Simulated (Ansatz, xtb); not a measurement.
## Relaxing a trial structure of CH3GeO

The starting geometry of this gas-phase doublet was built from a drawn formula by distance geometry and a force field; its bonds are those of `[CH]1[OH+][GeH-]1`.

```xyz
6

C     0.3670   -1.5174    0.7474
Ge   -1.2278   -0.5968    1.1501
O     0.1337   -0.4536   -0.0498
H     0.1463   -2.5305    0.2386
H    -0.2654   -0.8036   -0.9103
H    -2.4498   -1.2518    0.4836
```

Problem. Predict what becomes of its bonds when it is optimised with r2SCAN-D4/def2-SVP.

Solution. A bond breaks, giving a structure given below by its coordinates. Contacts that open: Ge2–O3 (1.82 → 2.93 Å).

The energy falls by 2.98 eV over 19 steps:

```
step  E − E(last) (eV)
   1             2.984
   3             1.050
   5             0.925
   7             0.905
   9             0.865
  11             0.634
  13             0.337
  15             0.014
  17             0.002
  19             0.000
```

Final geometry (Å):

```yaml
atoms:
  - { symbol: C, position_ang: [-0.2160, -1.4729, 0.4214] }
  - { symbol: Ge, position_ang: [-1.5849, -1.3551, 1.8065] }
  - { symbol: O, position_ang: [-0.2591, -0.8323, -0.7499] }
  - { symbol: H, position_ang: [0.6856, -2.0982, 0.5598] }
  - { symbol: H, position_ang: [0.5265, -1.0326, -1.2851] }
  - { symbol: H, position_ang: [-2.4482, -0.3626, 0.9069] }
```

From the same start GFN2-xTB reaches the same bonding as this run.

No frequencies were run, so the end isn't proven a minimum. Open shells are spin-unrestricted. Run with Ansatz 0.2.0, 5.4 min on 1 thread of AMD EPYC (Zen 3), on a shared host.
